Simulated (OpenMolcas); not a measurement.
# Ru5+: moving or changing the point charges

Ru5+ among 6 point charges of -1 e arranged as a trigonal antiprism (D3d), 1.87 Å from the ion, with a polar angle of 60.2° against the regular 54.74°.
```
   0.0000    1.6229    0.9291  -1.00
  -1.4054   -0.8114    0.9291  -1.00
   1.4054   -0.8114    0.9291  -1.00
   0.0000   -1.6229   -0.9291  -1.00
   1.4054    0.8114   -0.9291  -1.00
  -1.4054    0.8114   -0.9291  -1.00
```

```yaml
Program: OpenMolcas
Method: CASSCF
Basis: ANO-RCC-VDZP [6s5p3d1f]
Scalar_Hamiltonian: DKH2, point nucleus
Active_space: 3 electrons in 5 orbitals (4d)
State_averaging: 2S+1 = 4 even, 10 roots; 2S+1 = 2 even, 40 roots
Spin-orbit_coupling: state interaction with AMFI integrals over the reference wave functions
```

Runs around this geometry, states (labels of D3, the rotations of D3d). Energies in cm-1 above the lowest state or level, χT in cm3 K/mol.

```csv
R (Å),q (e),Polar angle / regular,Ground state,First state of that spin,First gap with spin-orbit (degeneracies),χT at 300 K,First state of another spin
1.87,-1,1.01,4A2,4A1 4371,"38.2 (2, 2)",0.728,2E 18192
1.87,-0.65,1.1,4A2,4A1 2430,"368.6 (2, 2)",0.398,2E 17814
1.7,-1,1.1,4A2,4A1 6224,"217.9 (2, 2)",0.971,2E 18121
1.87,-1,1.1,4A2,4A1 3797,"320.5 (2, 2)",0.632,2E 17988
2.01,-1,1.1,4A2,4A1 2578,"406.3 (2, 2)",0.420,2E 17821
```

Taking the first state of the same spin as R^-n, n = -ln(2578 / 6224) / ln(2.01 / 1.7) = 5.3 between the shortest and longest distance.

Scaling the charges by -0.65 / -1 = 0.65 scales the first state of the same spin by 2430 / 3797 = 0.64; with fixed orbitals a first-order splitting would follow the charge.

Without dynamic correlation the repulsion within the d shell is too large (B by tens of per cent), so at a given field states of lower spin stand too high. Spin-orbit coupling mixes the spin-free states strongly: the lowest level takes only 68 % from its leading state, 4A2 (holds for R = 1.87, q = -0.65, ratio = 1.1). This is an electrostatic model: the charges have no orbitals. No measured value stands beside these numbers.
